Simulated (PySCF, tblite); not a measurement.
Isomers of C4H12NSi (doublet state), one GFN2-xTB conformer each. Single-point energies are computed at B3LYP/pcH-1 (PySCF, gas phase, no added dispersion term), electronic only. GFN2-xTB treats the open shell by occupation alone, and not every SCF solution was tested for stability.

```json
{"SMILES": "CN(C)[Si](C)C", "GFN2-xTB relative energy (kJ/mol)": "0.0"}
{"SMILES": "CC(C)(N)[CH][SiH3]", "GFN2-xTB relative energy (kJ/mol)": "72.9"}
{"SMILES": "[CH2][C@@](C)(N)C[SiH3]", "GFN2-xTB relative energy (kJ/mol)": "114.0"}
```

Conformers: `[CH3:1][N:2]([CH3:3])[Si:4]([CH3:5])[CH3:6]` (doublet state) with C1–N2–Si4–C5 44°; `[CH3:1][C:2]([CH3:3])([NH2:4])[CH:5][SiH3:6]` (doublet state) with C1–C2–N4–H -174° and -54°, C1–C2–C5–Si6 -100°; `[CH2:1][C@@:2]([CH3:3])([NH2:4])[CH2:5][SiH3:6]` (doublet state) with H–C1–C2–C3 -34° and 165°, C1–C2–N4–H 59° and -60°, C1–C2–C5–Si6 -54°.

**Question.** What does B3LYP/pcH-1 give for the same structures?

**Answer.** 
```csv
SMILES,B3LYP/pcH-1 E (Eh),B3LYP/pcH-1 (kJ/mol),GFN2-xTB (kJ/mol),point group
CN(C)[Si](C)C,-503.91682,0.0,0.0,Cs
CC(C)(N)[CH][SiH3],-503.87128,119.6,72.9,C1
[CH2][C@@](C)(N)C[SiH3],-503.86031,148.4,114.0,C1
```

Both levels put the same isomer lowest; measured from each level's own lowest isomer, the values differ by up to 46.7 kJ/mol (CC(C)(N)[CH][SiH3]: 72.9 against 119.6). As drawn, the highest has an N–H bond, which the lowest lacks.

**Question.** What happens when harmonic zero-point energies from GFN2-xTB frequencies are added?

**Answer.** 
| SMILES | ZPE (kJ/mol) | electronic (kJ/mol) | with ZPE (kJ/mol) |
| --- | --- | --- | --- |
| CN(C)[Si](C)C | 405.9 | 0.0 | 0.0 |
| CC(C)(N)[CH][SiH3] | 384.2 | 119.6 | 97.8 |
| [CH2][C@@](C)(N)C[SiH3] | 380.8 | 148.4 | 123.3 |

The zero-point energies span 25.1 kJ/mol. The order is unchanged.
